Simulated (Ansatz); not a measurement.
# One molecule, several partners

H₂ beside different partners, each pair relaxed from a docking trial to one local arrangement, named by its closest contact against the van der Waals radii; a more strongly bound one may exist. Pairs that react, share a proton or have a doubtful reference are left out. Counterpoise interaction energies from the frozen fragments; negative means bound. Gas-phase electronic energies, without zero-point energy, by CCSD(T) at an estimated basis limit (MP2 extrapolated from triple and quadruple zeta, plus CCSD(T) − MP2 in triple zeta); Ansatz 0.2.0, def2-TZVPPD and QZVPPD, frozen cores, on PBE0-D4/def2-TZVP (TZVPD for anions) structures. Extrapolation: Hartree–Fock as exp(−7.88 √X), correlation as X^−2.97.

```csv
partner,"closest contact, atom of H₂ first (Å)",interaction energy (kJ/mol)
AsH₃,H···As 3.31,-1.4
Si₂H₆ (SMILES [SiH3][SiH3]),H···Si 3.54,-1.9
AlCl₃ (SMILES Cl[Al](Cl)Cl),H···Al 2.25,?
SiNH₅ (SMILES [SiH3]N),H···N 2.72,-2.3
Cl⁻,H···Cl 2.58,-10.2
Br₂,H···Br 3.28,-1.6
```

Q: What is the interaction energy with AlCl₃ (SMILES Cl[Al](Cl)Cl)? (To be estimated.)

A: By the calculation: -13.1 kJ/mol. It counts from the two fragments frozen as in the pair.

Q: Which of these pairs would not bind at these structures without electron correlation? (A judgement: the text doesn't fix the answer.)

A: Computed: SiNH₅ (SMILES [SiH3]N), Si₂H₆ (SMILES [SiH3][SiH3]), Br₂, AsH₃: the Hartree–Fock interaction is repulsive at this distance, so correlation does the binding there; at its own, longer distance Hartree–Fock may still bind a polar pair.

T1 diagnostic: at most 0.013. The filled d shells of As, Br are correlated in sets not built for that, so values that involve them are less sure.

For scale, one of the runs: CCSD(T)/def2-TZVPPD, 235 basis functions, launched by `ansatz run in.yaml --threads 4 --pin off --events-out ev --progress --plain --max-ram 9574MiB`. Hardware: 4 CPU threads of an Arm Neoverse V2, shared host. Wall time 53 s; peak host memory 3.7 GiB.
